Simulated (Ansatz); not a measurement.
Geometry optimisation, UKS PBE/def2-SVP (Ansatz).

Input:

```yaml
crystal:
  periodic: [false, false, false]
  atoms:
    - { symbol: Zn, position_ang: [0.2181, 0.5146, -1.99] }
    - { symbol: C, position_ang: [-0.1905, 0.6443, 0.1933] }
    - { symbol: B, position_ang: [0.9877, -0.4066, -0.0254] }
    - { symbol: C, position_ang: [-0.312, -0.7066, 0.6972] }
    - { symbol: H, position_ang: [-1.4952, 1.3981, -1.4771] }
    - { symbol: H, position_ang: [0.089, 1.3602, 1.0117] }
    - { symbol: H, position_ang: [2.1359, -0.7032, -0.3555] }
    - { symbol: H, position_ang: [-1.0275, -1.3289, 0.0834] }
    - { symbol: H, position_ang: [-0.317, -0.8183, 1.8453] }
magnetization:
  spin_polarized: true
basis:
  gaussian: { orbitals: def2-SVP }
hamiltonian:
  xc: pbe
relax:
  f_tol: 0.02
  max_steps: 40
output:
  orbitals: {}
```

Command:

```bash
$ ansatz run input.yaml --threads 2 --pin off --max-ram 3072MiB --backend cpu --events-out ev --progress --plain --runs-dir out
```

Problem. Where does it end, and by what steps?

Solution. It converged. After 15 steps the energy has fallen by 3.645 eV; Zn1 moved furthest, 1.29 Å. Parted: Zn1–B3 (2.30 → 2.91 Å). Joined: Zn1–H5 (1.99 → 1.55 Å).

```csv
step,energy less start (eV),largest force component (eV/Å),accepted
0,0.0000,2.158,yes
1,-0.7570,1.419,yes
2,-1.1501,1.162,yes
3,-1.6016,1.721,yes
4,-2.1633,1.574,yes
5,-2.7414,1.430,yes
6,-3.1381,0.847,yes
7,-3.3597,0.758,yes
8,-3.5108,0.784,yes
9,-3.3725,1.477,no
10,-3.5867,0.501,yes
11,-3.6307,0.238,yes
12,-3.5532,0.813,no
13,-3.6427,0.072,yes
14,-3.6439,0.140,yes
15,-3.6447,0.019,yes
```

```xyz
9
Properties=species:S:1:pos:R:3
Zn -0.720 1.170 -1.396
C 0.061 0.543 0.264
B 1.108 -0.535 0.104
C -0.230 -0.897 0.786
H -1.339 1.691 -2.715
H 0.197 1.397 0.956
H 2.227 -0.851 -0.215
H -1.031 -1.498 0.319
H -0.185 -1.067 1.881
```

The run took 2.2 min on 2 threads of Arm Neoverse N1, with other jobs on the host, peak memory 0.25 GiB.
